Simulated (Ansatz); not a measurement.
Vertical singlet–triplet gap (eV) of eight compounds of closed-shell metals: PBE beside PBE0, computed with Ansatz (a program for electronic structure) for isolated molecules in the bases named; differences from unrounded values. The eight are the first of their class met in an unordered collection, after screening for sound electronic states; none was chosen by its value. Functionals give these values as differences of separate SCF runs (ΔSCF), EOM-CCSD as a root; each molecule has one DFT geometry for both levels.

```
molecule                                                     basis  PBE0
-------------------------------------------------------  ---------  ----
H2Se2Zn, SMILES [Zn]([SeH])[SeH]                         def2-SVPD  4.33
Al(F)(GeH3)(Me) (CH₆AlFGe), SMILES [CH3][Al]([F])[GeH3]  def2-SVPD  4.27
C₃H₆AlF, SMILES C=[CH][Al]([CH3])[F]                     def2-SVPD  3.93
Al(GeH3)(H)(OMe) (CH7AlGeO), SMILES [AlH]([O]C)[GeH3]    def2-SVPD  4.16
Al(Me)3 (C3H9Al), SMILES [CH3][Al]([CH3])[CH3]           def2-SVPD  5.33
BrGaH2O2, SMILES [Ga]([OH])([OH])[Br]                    def2-SVPD  5.76
Ga(Cl)2(vinyl) (C2H3Cl2Ga), SMILES C=[CH][Ga]([Cl])[Cl]  def2-SVPD  3.92
Ga(H)(Br)(NH2) (BrGaH3N), SMILES [NH2][GaH][Br]          def2-SVPD  5.12
```

Q: Estimate the PBE values and say how PBE differs from PBE0 over the set. (An estimate is asked for; the answer gives what the named calculation found.)

A: 
```csv
molecule,PBE,difference
"H2Se2Zn, SMILES [Zn]([SeH])[SeH]",3.88,-0.45
"Al(F)(GeH3)(Me) (CH₆AlFGe), SMILES [CH3][Al]([F])[GeH3]",4.04,-0.22
"C₃H₆AlF, SMILES C=[CH][Al]([CH3])[F]",4.11,0.17
"Al(GeH3)(H)(OMe) (CH7AlGeO), SMILES [AlH]([O]C)[GeH3]",3.87,-0.29
"Al(Me)3 (C3H9Al), SMILES [CH3][Al]([CH3])[CH3]",4.96,-0.37
"BrGaH2O2, SMILES [Ga]([OH])([OH])[Br]",5.04,-0.72
"Ga(Cl)2(vinyl) (C2H3Cl2Ga), SMILES C=[CH][Ga]([Cl])[Cl]",4.06,0.14
"Ga(H)(Br)(NH2) (BrGaH3N), SMILES [NH2][GaH][Br]",4.88,-0.24
```
PBE lies below PBE0 in 6 and above it in 2 of the eight; the mean signed difference is -0.25 and the largest -0.72 eV.
